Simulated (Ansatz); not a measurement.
`C=CCCCCCCCC` with charge +1. Charge 1, multiplicity 2. Geometry PBE-D4/def2-SVP, that of the neutral singlet; atoms count from 1.

Cartesian coordinates in Å:
```
C -0.8550 -3.1957 -4.2053
C -1.1469 -2.7768 -2.9614
C -0.3703 -3.1391 -1.7252
C 0.3564 -1.9519 -1.0604
C -0.5642 -0.8625 -0.5028
C 0.1881 0.2760 0.1928
C -0.7313 1.3595 0.7668
C -0.0058 2.5505 1.4074
C 0.8093 2.2135 2.6619
C 1.4547 3.4392 3.3096
H -1.4513 -2.8837 -5.0777
H -0.0001 -3.8676 -4.3974
H -2.0106 -2.1001 -2.8211
H 0.3713 -3.9264 -1.9785
H -1.0651 -3.5881 -0.9778
H 0.9895 -2.3453 -0.2346
H 1.0585 -1.5022 -1.7972
H -1.1877 -0.4368 -1.3203
H -1.2827 -1.3206 0.2151
H 0.8224 -0.1519 1.0006
H 0.8973 0.7423 -0.5288
H -1.3911 1.7342 -0.0469
H -1.4145 0.8995 1.5172
H 0.6644 3.0216 0.6520
H -0.7547 3.3308 1.6692
H 1.5989 1.4723 2.4100
H 0.1462 1.7054 3.3981
H 2.1454 3.9502 2.6061
H 2.0390 3.1698 4.2128
H 0.6900 4.1838 3.6159
```

**Question.** Estimate the Mulliken populations of the heavy atoms from the PBE0/def2-TZVP orbitals of Ansatz.

**Answer.** 
| atom | charge (e) | spin (α − β) |
| --- | --- | --- |
| C1 | -0.12 | 0.46 |
| C2 | -0.02 | 0.23 |
| C3 | -0.17 | 0.03 |
| C4 | -0.19 | 0.06 |
| C5 | -0.26 | 0.02 |
| C6 | -0.26 | 0.04 |
| C7 | -0.16 | 0.03 |
| C8 | -0.19 | 0.03 |
| C9 | -0.23 | 0.02 |
| C10 | -0.37 | 0.01 |
Mulliken values depend strongly on the basis.

**Question.** Where does the spin sit?

**Answer.** Summed by element: C 0.91, H 0.09, of 1 unpaired in all. Largest on single atoms: C1 0.46, C2 0.23, C4 0.06.

**Question.** And the Mayer bond orders between heavy atoms (over 0.3)?

**Answer.** C1–C2 1.54 (1.34 Å); C2–C3 1.06 (1.50 Å); C3–C4 0.90 (1.54 Å); C4–C5 1.01 (1.53 Å); C5–C6 1.03 (1.53 Å); C6–C7 0.97 (1.53 Å); C7–C8 1.00 (1.53 Å); C8–C9 1.01 (1.53 Å); C9–C10 1.02 (1.53 Å).
